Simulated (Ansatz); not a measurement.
System: sum formula H2BO, charge 1, multiplicity 1. It need not be the lowest isomer of its formula. 
Coordinates optimised at B3LYP-D3(BJ)/def2-TZVP (Ansatz, a program for electronic structure):
```xyz
4

H      0.0000     0.0000    -1.8853
B      0.0000     0.0000    -0.7151
O      0.0000     0.0000     0.4991
H      0.0000     0.0000     1.4683
```
Charge +1, spin multiplicity 1.

Parts of the frozen-core correlation energy in STO-3G (Ansatz, hartree). Frozen orbitals: 2; correlated occupied orbitals by spin: 5 and 5; virtual: 5 and 5. Spin-orbit coupling is left out. No relativistic terms.

```csv
term,value
reference (HF),-99.16690
MP2 opposite-spin,…
MP2 same-spin,…
CCSD correlation,…
(T),-0.00691
FCI minus CCSD(T),-0.00011
T1 diagnostic,0.026
largest doubles amplitude,0.080
```

Problem. What belongs in the gaps?

Solution. 
- MP2 opposite-spin, value: -0.07511
- MP2 same-spin, value: -0.01959
- CCSD correlation, value: -0.10793
